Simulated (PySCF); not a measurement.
# How far are cheaper levels from CCSD(T)/CBS for GeO⁺?

PySCF; the state is a doublet (π ↑). The composite is CCSD(T) extrapolated to the basis-set limit from two correlation-consistent sets, with core-valence (CV) and scalar-relativistic (SR) terms as its label shows; it has no spin–orbit coupling and nothing beyond (T). Here it is CCSD(T)/CBS(DT)+CV. It gives Re = 1.763 Å, ωe = 745 cm⁻¹ and De = 3.75 eV to Ge⁺ + O.

```tsv
level	basis	relativity	Re (Å)	ωe (cm⁻¹)	De (eV)
UHF	def2-SVP	no relativity	1.757	795	1.65
UHF	def2-TZVPPD	no relativity	1.745	813	1.87
UHF-MP2	def2-SVP	no relativity	1.776	761	3.36
UHF-MP2	def2-TZVPPD	no relativity	1.767	764	3.76
UHF-CCSD	def2-SVP	no relativity	1.780	750	3.15
UHF-CCSD(T)	def2-SVP	no relativity	1.788	728	3.30
UHF-CCSD(T)	def2-TZVPPD	no relativity	1.775	744	3.68
LDA	def2-SVP	no relativity	1.782	731	4.97
B3LYP	def2-TZVPPD	no relativity	1.785	731	3.84
PBE0	pcseg-1	no relativity	1.812	712	3.50
```

Q: Give the difference of each row from the composite.

A: 

```tsv
level	basis	ΔRe (pm)	Δωe (%)	ΔDe (eV)
UHF	def2-SVP	-0.6	+6.7	-2.10
UHF	def2-TZVPPD	-1.8	+9.1	-1.88
UHF-MP2	def2-SVP	+1.3	+2.1	-0.39
UHF-MP2	def2-TZVPPD	+0.4	+2.6	+0.01
UHF-CCSD	def2-SVP	+1.7	+0.7	-0.60
UHF-CCSD(T)	def2-SVP	+2.5	-2.3	-0.45
UHF-CCSD(T)	def2-TZVPPD	+1.2	-0.1	-0.07
LDA	def2-SVP	+1.9	-1.9	+1.22
B3LYP	def2-TZVPPD	+2.2	-1.9	+0.09
PBE0	pcseg-1	+4.9	-4.4	-0.25
```

Q: Which rows come closest in De?

A: UHF-MP2 in def2-TZVPPD (+0.01 eV), counted from the composite.

Correlated steps freeze the inner cores (5 to 10 orbitals); shallow outer-core shells are correlated. Correlated levels converge slowly with the basis: in double zeta they bind strong bonds too weakly, by up to about 1 eV, and carry superposition errors of some tenths. Spin–orbit coupling is left out. For an ion De counts to the pair picked by the measured ionisation energies or electron affinities, which need not be the lowest pair at this level. The state is the lowest determinant that a PBE0 search found; another state may lie lower at other levels.
